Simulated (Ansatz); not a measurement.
Calculated with Ansatz (gas phase, PBE0-D4/def2-TZVP geometries, no zero-point term in ΔE). CCSD(T)/CBS adds triple-zeta CCSD(T) − MP2 to the extrapolated MP2 energy (def2 sets, frozen cores). DFT in def2-TZVPP. For Ge, Se outer-core shells are correlated without core-valence functions, which leaves a few kJ/mol of doubt a bond. Scalar relativity is left out up to krypton. One conformer a species, not always the lowest.

Consider the redistribution: `Cl[CH2][GeH2][SeH]` + `CB(C)F` → `[CH3][GeH2][SeH]` + `CB(F)CCl`.

```json
{"level": "r2SCAN-D4", "ΔE (kJ/mol)": "-4.7", "difference from CCSD(T)/CBS": "-1.3"}
{"level": "PBE0-D4", "ΔE (kJ/mol)": "-3.9", "difference from CCSD(T)/CBS": "-0.5"}
{"level": "ωB97X-V", "ΔE (kJ/mol)": "-3.8", "difference from CCSD(T)/CBS": "-0.4"}
{"level": "ωB97M-V", "ΔE (kJ/mol)": "-3.9", "difference from CCSD(T)/CBS": "-0.5"}
{"level": "r2SCAN", "ΔE (kJ/mol)": "-4.8", "difference from CCSD(T)/CBS": "-1.4"}
{"level": "HF/def2-TZVPP", "ΔE (kJ/mol)": "-8.0", "difference from CCSD(T)/CBS": "-4.6"}
{"level": "MP2/def2-QZVPP", "ΔE (kJ/mol)": "-2.8", "difference from CCSD(T)/CBS": "0.6"}
{"level": "HF/CBS(def2)", "ΔE (kJ/mol)": "-7.7", "difference from CCSD(T)/CBS": "-4.3"}
{"level": "MP2/CBS(def2)", "ΔE (kJ/mol)": "-1.9", "difference from CCSD(T)/CBS": "1.5"}
{"level": "CCSD/CBS(def2)", "ΔE (kJ/mol)": "-3.4", "difference from CCSD(T)/CBS": "0.0"}
{"level": "CCSD(T)/CBS", "ΔE (kJ/mol)": "-3.4", "difference from CCSD(T)/CBS": "0"}
```

Largest T1 diagnostic among the species: 0.011.
